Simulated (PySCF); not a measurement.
C₂H₅FSn, SMILES [CH]([SnH2][F])=C. Geometry: PBE0-D3(BJ)/def2-SVP. The def2 effective core potentials stand for the cores of Sn; spin–orbit coupling is left out. Other conformers were not sampled.

**Question.** Give the equilibrium geometry at PBE0-D3(BJ)/def2-SVP (PySCF confirms it by a frequency run) as bond lengths and angles. (An estimate is asked for; the answer gives what the named calculation found.)

**Answer.** One answer among several that fit: 
Atoms: Sn1 F2 C3 C4 H5 H6 H7 H8 H9. Bonded distances (Å): Sn1–F2 1.949, Sn1–C3 2.125, Sn1–H5 1.712, Sn1–H6 1.711, C3–C4 1.336, C3–H7 1.096, C4–H8 1.097, C4–H9 1.096. Bond angles (°): F2–Sn1–C3 106.9, F2–Sn1–H5 105.2, F2–Sn1–H6 103.8, C3–Sn1–H5 110.2, C3–Sn1–H6 114.8, H5–Sn1–H6 114.9, Sn1–C3–C4 121.2, Sn1–C3–H7 119.3, C4–C3–H7 119.6, C3–C4–H8 121.8, C3–C4–H9 122.4, H8–C4–H9 115.8.
